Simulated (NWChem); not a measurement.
## Setting up the pair CuNH2···ZnHCl in NWChem

CuZnNH3Cl has 7 atoms, charge 0, and is taken as a singlet. The two molecules were placed rigidly side by side, at 0.85 times their contact distance; the pair isn't optimised.

```xyz
7

N    -0.2912    0.2660    0.1226
Cu    1.3697   -0.2865    0.6577
H    -0.8763   -0.5664    0.0606
H    -0.2023    0.5870   -0.8408
Cl   -0.9249    3.0155    0.0620
Zn   -1.7344    2.6911   -1.8506
H    -2.3194    2.4559   -3.2338
```

Settings wanted:

| Setting | Value |
| --- | --- |
| task | energy |
| method | DFT |
| functional | B3LYP |
| dispersion | D2 |
| basis set | 3-21G |
| reference | RKS |
| relativity | none |
| integration grid | fine |
| SCF convergence threshold | 1e-08 |
| iteration cap | 100 |
| module | dft |
| d and f functions | spherical |

Q: Give an NWChem 7.3.0 job that does this.

A: This one ran through:

run.nw:
```
start run
title "ClCuH3NZn"
memory stack 880 mb heap 220 mb global 1100 mb
geometry units au noautosym nocenter noautoz
  N  -0.55023156  0.50262935  0.23162373
  Cu  2.58839567 -0.54144433  1.24283508
  H  -1.65592921 -1.07037867  0.11447961
  H  -0.38225380  1.10923144 -1.58891952
  Cl -1.74788328  5.69854472  0.11721971
  Zn -3.27750320  5.08549867 -3.49714606
  H  -4.38306857  4.64095949 -6.11109083
end
basis spherical bse
  * library 3-21G
end
dft
  xc b3lyp
  disp vdw 2
  grid fine
  convergence energy 1e-08
  iterations 100
  mulliken
  print low
end
task dft energy
```

```bash
$ nwchem run.nw > run.out
```

Calculated total energy: -3917.13516 Eh.
